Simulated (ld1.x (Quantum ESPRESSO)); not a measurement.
**What one change does to a pseudopotential (Ge, ultrasoft)**

| Property | Result |
| --- | --- |
| Element | Ge (Z = 32) |
| Generator | ld1.x (Quantum ESPRESSO) 7.5 |
| Type | ultrasoft |
| Functional | PBEsol |
| Relativity | scalar-relativistic |
| Frozen core | [Ar] |
| Valence charge | 14 |
| Reference configuration | 3d10 4s1.5 4p2.5 |
| Partial waves | 4s (bound): rcut 1.20, rcutus 1.65 bohr; 4s channel at 0.7 Ry: rcut 1.20, rcutus 1.65 bohr; 4p (bound): rcut 2.05, rcutus 2.30 bohr; 4p channel at 3.3 Ry: rcut 2.05, rcutus 2.30 bohr; 3d (bound): rcut 1.00, rcutus 1.10 bohr; 3d channel at -1.55 Ry: rcut 1.00, rcutus 1.10 bohr |
| Local potential | all-electron potential smoothed inside 1.05 bohr (lloc = -1) |
| Core correction | none |
| Augmentation charge | PSQ, inside the norm-conserving radii |

Change: waves 4p (bound): rcut 1.50, rcutus 1.60 bohr; 4p channel at 3.3 Ry: rcut 1.50, rcutus 1.60 bohr.

Cutoffs: the cutoffs (Ry, on a coarse ladder) from which the occupation-weighted sum of valence levels, in a spherical-Bessel basis at the reference potential, stays within 10 and 1 mRy of its value at 400 Ry; they do not see the model core or the augmentation charge, which bear on the density cutoff. Errors are all-electron minus pseudo energies relative to the spin-unpolarised reference configuration.

Question: Predict the effect on cutoff, ghosts and configuration errors.

Answer: The potential gets neither clearly harder nor softer (140 Ry and 200 Ry → 140 Ry and 200 Ry); both files keep a bound ghost (s); of the 7 tests that both files solve, the error grows in 1 and shrinks in 6 by more than 15 % and 0.3 meV (median size 1.6 → 1.1 meV).

```csv
quantity,base,changed
"cutoff, loose",140 Ry,140 Ry
"cutoff, tight",200 Ry,200 Ry
bound ghosts,s,s
"error for 3d10 4s2 4p2, meV [ΔE -3.96 eV]",+1.6,+1.1
"error for 3d10 4s2 4p1, meV [ΔE 3.50 eV]",-0.4,+0.1
"error for 3d10 4s2 4p0, meV [ΔE 18.94 eV]",-13,-2.8
"error for 3d10 4s1 4p0, meV [ΔE 53.73 eV]",-19,+5.7
"error for 3d10 4s0 4p0, meV [ΔE 99.87 eV]",+74,+116
"error for 3d10 4s2 4p1.5, meV [ΔE -1.15 eV]",+1.2,+0.7
"error for 3d10 4s1 4p2, meV [ΔE 12.23 eV]",-0.9,+0.4
lowest overlap eigenvalue by channel,"s 0.35, p 0.39, d 0.98","s 0.35, p 0.62, d 0.98"
```

 A true bound ghost makes a file unfit for plane-wave use even where its test errors are small: the radial tests pick states by their node count and pass the ghost by.
